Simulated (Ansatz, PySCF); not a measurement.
Breaking a bond: I2, singlet. Each curve is given relative to its own lowest point near equilibrium.

| R / Å | A | B | C | D |
|---|---|---|---|---|
| 2.13 | 644.0 | 395.8 | 398.7 | 409.1 |
| 2.27 | 355.7 | 178.4 | 183.0 | 184.8 |
| 2.37 | 222.5 | 89.1 | 93.8 | 92.3 |
| 2.49 | 116.7 | 29.2 | 33.1 | 30.1 |
| 2.56 | 75.1 | 11.2 | 14.1 | 11.4 |
| 2.66 | 34.8 | 0.4 | 1.5 | 0.3 |
| 2.71 | 21.4 | 0.0 | 0.0 | 0.0 |
| 2.83 | 3.3 | 8.6 | 5.6 | 9.5 |
| 2.90 | 0.0 | 18.0 | 13.0 | 18.1 |
| 3.07 | 6.9 | 48.7 | 38.3 | 32.1 |
| 3.26 | 29.4 | 88.7 | 70.7 | 40.1 |
| 3.60 | 81.2 | 159.1 | 117.8 | 45.4 |
| 3.94 | 126.5 | 218.4 | 151.3 | 45.4 |
| 4.33 | 158.9 | 269.8 | 177.0 | 44.2 |
| 4.83 | 169.4 | 313.8 | 193.7 | 43.6 |
| 5.27 | 157.1 | 337.9 | 198.2 | 43.8 |
| 5.78 | 128.7 | 355.3 | 199.9 | 44.1 |
| 6.54 | 74.5 | 369.7 | 200.5 | 44.4 |
| 7.14 | 28.5 | 376.3 | 200.7 | 44.5 |
| 7.95 | -35.1 | 382.3 | 200.7 | 44.5 |

Energies in kJ/mol.

Q: Assign the columns to these levels of theory: restricted BHandHLYP/def2-SVP, def2 effective core potentials past Kr (PySCF); restricted MP2 (frozen core)/3-21G run with PySCF 2.14.0; UHF/def2-SVP, def2 effective core potentials past Kr run with PySCF; unrestricted PBE/def2-SVP, def2 effective core potentials past Kr in Ansatz (a quantum-chemistry and plane-wave program).

A: A is RMP2/3-21G; B is RKS-BHandHLYP; C is UKS-PBE; D is UHF.

The restricted form behind RKS-BHandHLYP, RMP2/3-21G keeps the bonding electrons paired and can't separate into open-shell fragments. The unrestricted determinant behind UKS-PBE is spin-contaminated at 3.26 to 7.95 Å (<S²> up to 1.0, against 0.00 for a pure singlet). The unrestricted determinant behind UHF is spin-contaminated at 2.90 to 7.95 Å (<S²> up to 1.0, against 0.00 for a pure singlet).
